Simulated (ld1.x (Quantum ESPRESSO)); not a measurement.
## Transferability test, ultrasoft potential for Hf (Z = 72)

```
Element                 : Hf
Generator               : ld1.x (Quantum ESPRESSO) 7.5
Type                    : ultrasoft
Functional              : PBE
Relativity              : scalar-relativistic
Frozen core             : [Xe] 4f14
Valence charge          : 4
Reference configuration : 5d2 6s2 6p0
Partial waves           : 6s (bound): rcut 2.20, rcutus 2.85 bohr; 6s channel at 1.85 Ry: rcut 2.20, rcutus 2.85 bohr; 6p (bound, empty): rcut 4.15, rcutus 4.55 bohr; 6p channel at 0.4 Ry: rcut 4.15, rcutus 4.55 bohr; 5d (bound): rcut 1.65, rcutus 2.15 bohr; 5d channel at 1 Ry: rcut 1.65, rcutus 2.15 bohr
Local potential         : all-electron potential smoothed inside 3.45 bohr (lloc = -2)
Core correction         : a·sin(br)/r model core inside 1.40 bohr
Augmentation charge     : built from norm-conserving waves at rcut, not smoothed further
```

Energies are relative to the spin-unpolarised reference configuration 5d2 6s2 6p0; without spin polarisation the order of configurations can differ from experiment.

```json
{"valence configuration": "5d2 6s1 6p0", "charge": "+1", "ΔE all-electron (eV)": "7.976", "error AE − PS (meV)": "-7.8"}
{"valence configuration": "5d2 6s0 6p0", "charge": "+2", "ΔE all-electron (eV)": "22.156", "error AE − PS (meV)": "-39"}
{"valence configuration": "5d1 6s0 6p0", "charge": "+3", "ΔE all-electron (eV)": "43.950", "error AE − PS (meV)": "-275"}
{"valence configuration": "5d2.5 6s1.5 6p0", "charge": "0", "ΔE all-electron (eV)": "1.255", "error AE − PS (meV)": "-11"}
{"valence configuration": "5d1 6s2 6p0", "charge": "+1", "ΔE all-electron (eV)": "6.498", "error AE − PS (meV)": "-63"}
{"valence configuration": "5d2 6s0 6p2", "charge": "0", "ΔE all-electron (eV)": "7.862", "error AE − PS (meV)": "-6.7"}
{"valence configuration": "5d3 6s0 6p0", "charge": "+1", "ΔE all-electron (eV)": "9.989", "error AE − PS (meV)": "-72"}
```

Levels in the configuration 5d1 6s2 6p0:

| level | all-electron (eV) | pseudo (eV) |
| --- | --- | --- |
| 5d | -10.676 | -10.849 |
| 6s | -11.851 | -11.877 |
